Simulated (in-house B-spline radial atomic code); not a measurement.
A fraction x of an electron is moved 3d → 4d in Br IV (Br3+), starting from [Ar] 3d10 4s2 4p2 and keeping the highest spin. Computed with an all-electron radial atomic-structure program (B-spline basis): non-relativistic OLYP, spin-polarised, spherical fractional occupations, point nucleus.

```csv
x,E(x) - E(0) (eV),3d down level (eV),4d up level (eV)
0,0.0000,-107.073,-
0.125,10.7524,-109.068,-22.227
0.25,21.7099,-111.054,-22.578
0.375,32.8711,-113.033,-22.933
0.5,?,?,?
0.625,?,?,?
0.75,67.5651,-118.932,-24.006
0.875,79.5309,-120.887,-24.361
1,91.6964,-122.837,-24.714
```

Task: What belongs in the row x = 0.5?

Result: An energy change of 44.2346 eV; 3d down at -115.005 eV, 4d up at -23.291 eV.

Task: What belongs in the row x = 0.625?

Result: An energy change of 55.7995 eV; 3d down at -116.972 eV, 4d up at -23.649 eV.

Task: Check Janak's theorem between x = 0.125 and 0.25.

Result: The slope of the energy is 87.66 eV; the orbital levels give 87.66 eV (ε of the receiving orbital less ε of the emptying one, averaged over the two points).
